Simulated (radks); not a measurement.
The numbers below are computed, except where a source is named.
The nuclear charge of the xenon ion Xe2+ is varied continuously with 52 electrons held in [Kr] 4d10 5s2 5p4. Code: a radial shooting solver on a logarithmic mesh with Libxc functionals. Model: non-relativistic Kohn-Sham, LDA (Slater exchange, Perdew-Wang correlation), spin-unpolarised, spherical densities, point nucleus; relativity is left out, which matters for an element this heavy. By the Hellmann-Feynman theorem dE/dZ = E(electron-nucleus)/Z, the electronic potential at the nucleus.

| Z | E (hartree) | E(electron-nucleus)/Z (hartree) | HOMO | e(HOMO) (eV) | <r> HOMO (bohr) |
|---|---|---|---|---|---|
| 53.5 | -7070.01299 | -313.228 | 5p | -20.920 | 2.212 |
| 53.6 | -7101.37325 | -313.977 | 5p | -22.050 | 2.189 |
| 53.7 | -7132.80838 | -314.725 | 5p | -23.197 | 2.167 |
| 53.8 | -7164.31833 | -315.474 | 5p | -24.360 | 2.146 |
| 53.9 | -7195.90309 | -316.222 | 5p | -25.540 | 2.126 |
| 54 | -7227.56263 | -316.969 | 5p | -26.735 | 2.106 |
| 54.1 | -7259.2969 | -317.717 | 5p | -27.947 | 2.086 |
| 54.2 | -7291.1060 | -318.464 | 5p | -29.174 | 2.067 |
| 54.3 | -7322.9898 | -319.211 | 5p | -30.417 | 2.049 |
| 54.4 | -7354.9483 | -319.958 | 5p | -31.675 | 2.031 |
| 54.5 | -7386.9815 | -320.705 | 5p | -32.949 | 2.013 |
| 54.6 | -7419.0893 | -321.452 | 5p | -34.238 | 1.996 |
| 54.7 | -7451.2719 | -322.198 | 5p | -35.542 | 1.980 |
| 54.8 | -7483.5290 | -322.945 | 5p | -36.861 | 1.964 |
| 54.9 | -7515.8608 | -323.691 | 5p | -38.195 | 1.948 |
| 55 | -7548.2672 | -324.437 | 5p | -39.543 | 1.932 |

The central difference of E at Z = 54 is -316.969 hartree, to compare with the third column; the second derivative is -7.48 hartree.
